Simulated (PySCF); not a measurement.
C6H4FN.
Structure used (PBE0-D3(BJ)/def2-SVP), in Å, numbered top down from 1:
```
atom  x, y, z in Å
C1     3.1433   -0.0830    0.4692
C2     1.8663    0.1205    0.2186
C3     0.6319    0.3172   -0.0226
C4    -0.6504    0.5110   -0.2688
C5    -1.7298    0.1366    0.7054
F6    -2.4735    1.2407    1.0344
C7    -2.6215   -0.8836    0.1276
N8    -3.3066   -1.6964   -0.3275
H9     3.9151    0.1996   -0.2542
H10    3.4699   -0.5414    1.4084
H11   -0.9844    0.9610   -1.2112
H12   -1.2834   -0.2794    1.6240
```

Theory: PySCF 2.14.0, density-fitted response routines, TDDFT CAM-B3LYP/def2-SVPD, vertical, gas phase, core orbitals frozen in the response.

Transition dipole moments from the ground state, in atomic units and in the frame of the coordinates above (overall signs are arbitrary), for the states with f of 0.002 or more among the lowest 6:

```csv
state,E (eV),μx,μy,μz
S2,5.294,-2.141,0.105,-0.251
S4,6.855,-0.197,-0.038,0.002
S6,7.240,0.466,0.087,-0.086
```

**Question.** Work out the oscillator strengths.

**Answer.** f = (2/3) ΔE |μ|² with ΔE in hartree (27.2114 eV).

```json
{"state": "S2", "|μ|² (au)": "4.660", "|μ| (D)": "5.49", "f": "0.604"}
{"state": "S4", "|μ|² (au)": "0.040", "|μ| (D)": "0.51", "f": "0.007"}
{"state": "S6", "|μ|² (au)": "0.232", "|μ| (D)": "1.22", "f": "0.041"}
```

**Question.** Which bond between heavy atoms lies closest to the direction of the S2 transition dipole?

**Answer.** C3–C4, C2–C3 and C1–C2, at 7° from it; next C4–C5 and C5–C7 at 51°.

**Question.** What angle do the transition dipoles of S2 and S6 make?

**Answer.** |cos θ| = |μa·μb| / (|μa| |μb|) = 0.93, so θ ≈ 22° (taken between 0 and 90°, since the signs are arbitrary).

**Question.** How is the summed strength of these states shared among x, y and z?

**Answer.** (2/3) Σ ΔE μα² gives 0.640 for x, 0.003 for y and 0.009 for z, 0.652 in all.

**Question.** What peak molar absorption coefficient would the strongest computed level give as a lone Gaussian band 0.5 eV wide at half height?

**Answer.** ε(max) = 2.175×10⁸ f / FWHM, with the width in cm⁻¹. S2: 2.175×10⁸ × 0.6043 / 4033 ≈ 33000 L mol⁻¹ cm⁻¹.

One conformer stands for the species.
